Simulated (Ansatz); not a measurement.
Isolated molecules relaxed with PBE0-D4/def2-TZVP in Ansatz; ΔE leaves out vibrations. CCSD(T)/CBS adds triple-zeta CCSD(T) − MP2 to the extrapolated MP2 energy (def2 sets, frozen cores). This one scheme is used for every species. Each species was taken in one conformer, which may not be the lowest.

Consider the cleavage of the Si–Si bond: `O[SiH2]N[SiH2][SiH3]` + CH₃OH → `CO[SiH3]` + `O[SiH2]N[SiH3]`.

| species | MP2/CBS(def2) energy (Eh) |
| --- | --- |
| `O[SiH2]N[SiH2][SiH3]` | -1002.52650 |
| CH₃OH | -115.58363 |
| `CO[SiH3]` | -405.87372 |
| `O[SiH2]N[SiH3]` | -712.27288 |

Work out ΔE.

ΔE = (-405.87372) + (-712.27288) − (-1002.52650) − (-115.58363) = -0.03647 Eh = -95.8 kJ/mol. CCSD(T)/CBS gives -87.3 kJ/mol.

Largest T1 diagnostic among the species: 0.012.

The D4 term adds +6.7 kJ/mol with B3LYP and +4.0 kJ/mol with PBE0; it sums over pairs of atoms, weighted by their polarisabilities, and B3LYP, whose exchange is more repulsive, gets the larger term. From PBE to PBE0 (25 % exact exchange), in def2-TZVPP and without D4, ΔE moves by −5.8 kJ/mol. In def2-TZVPP, CCSD(T) changes the Hartree–Fock value by +28.6 kJ/mol (the triples alone add +3.6 kJ/mol) and MP2 by +20.1 kJ/mol.

B3LYP here is the variant with VWN-RPA as its local correlation; programs differ in this.
